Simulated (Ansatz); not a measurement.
`C=C(C)B(C)F` → B• + 4 C• + F• + 8 H•  (atomization)

Computed with Ansatz on PBE0-D4/def2-TZVP structures; ΔE is electronic, products minus reactants. CCSD(T)/CBS adds triple-zeta CCSD(T) − MP2 to the extrapolated MP2 energy (def2 sets, frozen cores). This one scheme is used for every species, atoms too. DFT in def2-TZVPP. B3LYP here is the variant with VWN-RPA as its local correlation; programs differ in this. No spin–orbit coupling; open shells (•) take unrestricted orbitals. Spin–orbit coupling would lower the free atoms: a little for B, C, F. Each species was taken in one conformer, which may not be the lowest.

```
           level  ΔE (eV)  difference from CCSD(T)/CBS
          PBE-D4    62.26                         1.50
       r2SCAN-D4    61.22                         0.46
         ωB97M-V    61.10                         0.34
           B3LYP    60.60                        -0.16
         r2SCAN0    60.42                        -0.34
           BHLYP    59.25                        -1.51
         LC-ωPBE    60.94                         0.18
    MP2/def2-SVP    59.45                        -1.31
CCSD(T)/def2-SVP    58.67                        -2.09
 CCSD/def2-TZVPP    58.72                        -2.04
     CCSD(T)/CBS    60.76                            0
```

Largest T1 diagnostic among the species: 0.014.

In def2-TZVPP, CCSD(T) changes the Hartree–Fock value by +12.89 eV (the triples alone add +0.79 eV) and MP2 by +13.92 eV; breaking electron pairs costs correlation energy, which Hartree–Fock lacks. Leaving LDA and LC-ωPBE aside and taking each functional with its dispersion term where it has one, the values, not all of them listed here, spread over 2.71 eV, from BHLYP-D4 to PBE-D4. LDA lies +7.21 eV from PBE without D4, its usual overbinding.

For atomizations the MP2-based limit and the directly extrapolated one differ by several kJ/mol either way, and by 10 to 25 for some Ge, Se and Sn compounds, so smaller differences from it don't rank the levels.
